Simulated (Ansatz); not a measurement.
Ag₄O₃⁻. Charge -1, multiplicity 2. Geometry PBE-D4/def2-SVPD, basis def2-TZVPD, Ansatz.

Cartesian coordinates in Å:
```
Ag -0.954 1.717 1.138
Ag 0.135 1.865 -1.268
Ag 0.137 -0.768 0.119
Ag 1.748 -1.449 -3.003
O -1.220 -0.076 2.650
O -0.691 -1.153 2.085
O 0.844 -0.135 -1.721
```

```tsv
run	HOMO (eV)	LUMO (eV)
A	-1.00	0.65
B	-1.07	0.44
C	-0.75	0.13
D	-0.74	-0.04
```

In the def2 sets Ag takes a core potential; there is no spin–orbit coupling. B3LYP takes the VWN-RPA correlation. The structure holds 1 bond(s) between oxygen atoms. No other spin state of charge -1 was run. Another isomer (doublet) lies 0.91 eV lower at PBE0-D4/def2-TZVPD; other spin states weren't run for this one.

HOMO and LUMO are taken over both spins.

Problem. The runs used B3LYP, PBE, PBE0, r2SCAN. Estimate which is which.

Solution. A PBE0 (25 % exact exchange); B B3LYP (20 % exact exchange); C r2SCAN (0 % exact exchange); D PBE (0 % exact exchange). Exact exchange lowers occupied and raises empty levels; among semilocal functionals meta-GGAs tend to open the gap a little, and such runs are hard to tell apart. The gap grows from 0.69 eV (PBE) to 1.65 eV (PBE0). At PBE0-D4/def2-TZVPD, r2SCAN-D4/def2-TZVPD the charge -1 doublet is spin-contaminated (final ⟨S²⟩ up to 0.97, 0.75 for a pure state).
